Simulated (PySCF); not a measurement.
# Which determinant of PbI lies lowest?

Unrestricted PBE0; Pb def2-TZVPP with ECP60, I def2-TZVPP with ECP28; scalar-relativistic core potentials (PySCF 2.14). Outer shells of the fragments: Pb 5d10 6s2 6p2; I 4d10 5s2 5p5.

Followed along the bond (rough minima from three points):

```json
{"2Ms+1": "2", "unpaired": "π ↑", "⟨S²⟩ at the start": "0.75", "R at minimum (Å)": "2.80", "Te (eV)": "0.00"}
{"2Ms+1": "4", "unpaired": "σ ↑, π ↑↑", "⟨S²⟩ at the start": "3.76", "R at minimum (Å)": "none in the scan", "Te (eV)": "≤ 3.08"}
```

Solutions found at the starting distance of 2.705 Å, counted from the lowest of them; the search is not exhaustive and high or unbound solutions are not listed, so other states can lie among these:

| 2Ms+1 | unpaired | term | E (eV) | ⟨S²⟩ | ⟨Lz²⟩ | μ (D) |
| --- | --- | --- | --- | --- | --- | --- |
| 2 | π ↑ | ²Π | 0.00 | 0.75 | 1.01 | -2.65 |
| 2 | σ ↑ | ²Σ⁺ | 2.25 | 0.75 | 0.00 | -2.08 |
| 4 | σ ↑, π ↑↑ | ⁴Σ⁻ | 3.24 | 3.76 | 0.00 | 0.71 |
| 4 | π ↑↑↑ | ⁴Π | 3.42 | 3.76 | 1.01 | 2.89 |
| 2 | σ ↓, π ↑↑ | mixed | 3.57 | 1.76 | 0.00 | 1.00 |
| 2 | π ↑↑↓ | mixed | 3.69 | 1.76 | 3.03 | 2.92 |
| 4 | σ ↑↑, π ↑ | ⁴Π | 4.97 | 3.76 | 1.00 | 0.77 |
| 4 | σ ↑, π ↑↑ | mixed | 5.15 | 3.76 | 2.01 | 2.66 |
| 4 | σ ↑, π ↑↑ | mixed | 5.31 | 3.76 | 2.01 | 2.65 |

A term symbol is given only where ⟨S²⟩ and ⟨Lz²⟩ are close to those of a pure state; real π, δ and φ orbitals otherwise mix terms. A positive dipole means Pb(−)I(+).

Spin–orbit coupling is left out, which matters for elements this heavy, above all for dissociation energies. Counting both spins, an empty level lies below a filled one in some of these solutions, because spin and occupation are held.
